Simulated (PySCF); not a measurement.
# [Ni2F]+, singlet: data card

All numbers come from PBE0/[F def2-SVP, Ni def2-SVP], no relativity, density fitting, PySCF.

The structure is a minimum.

Z-matrix (Å, degrees; charge 1 multiplicity 1):
```
F
Ni 1 1.7858
Ni 2 2.2154 1 51.66
```

```
Point group                                                                   : C2v
Bond lengths                                                                  : F–Ni 1.786 Å (×2), Ni–Ni 2.215 Å
Bond angles                                                                   : F–Ni–Ni 51.7° (×2), Ni–F–Ni 76.7°
Lowest empty level                                                            : -9.03 eV
Heat capacity Cp at 298.15 K                                                  : 50.1 J/(mol K)
Enthalpy at 298.15 K above 0 K                                                : 12.18 kJ/mol
Dipole moment about the centre of mass                                        : 3.31 D
Highest occupied level                                                        : -12.23 eV
Rotational constants                                                          : 0.5264, 0.1186, 0.09677 cm⁻¹
Zero-point energy                                                             : 8.1 kJ/mol
Principal polarisabilities                                                    : 22.4, 22.9, 42.6 bohr³
Entropy at 298.15 K and 1 bar                                                 : 280.9 J/(mol K)
Principal quadrupole moments (Buckingham, traceless) about the centre of mass : -8.23, -8.01, 16.24 D Å
Rotational symmetry number                                                    : 2
```

Harmonic modes (masses in u: F 18.998, Ni 57.935):
```csv
symmetry,ω (cm⁻¹),IR (km/mol)
a1,261,4.2
b2,471,10.6
a1,630,45.0
```

In C2v the vibrations span 2a1 + b2. Here b1 is antisymmetric to the molecular plane and b2 lies in it.

Charges (e):
```json
{"atom": "F1", "Mulliken": "-0.37", "Löwdin": "-0.17", "polar tensor": "-0.48", "Mayer order to F1": "–"}
{"atom": "Ni2,3", "Mulliken": "0.69", "Löwdin": "0.58", "polar tensor": "0.74", "Mayer order to F1": "0.55"}
```
Other Mayer orders above 0.3: Ni–Ni 1.09.

Mulliken populations on F1: s 3.94, p 5.42, d 0.00.

Outer orbital energies (eV). occupied: -13.66, -13.32, -13.29, -13.17, -12.90, -12.40, -12.29, -12.23; empty: -9.03, -7.90, -6.74, -3.74.

Other isomers or separated fragments may lie lower. At this level a broken-symmetry Ms = 0 minimum of C2v symmetry lies 179 kJ/mol below this structure. At the minimum of this search the closed-shell solution is unstable towards spin polarisation, so a lower open-shell solution exists.

The final relaxation and frequency run took 16 s on 2 threads of a shared Intel Xeon 6975P-C (Granite Rapids) host, with 76 basis functions and 10 gradients; the process peaked at 0.76 GiB.
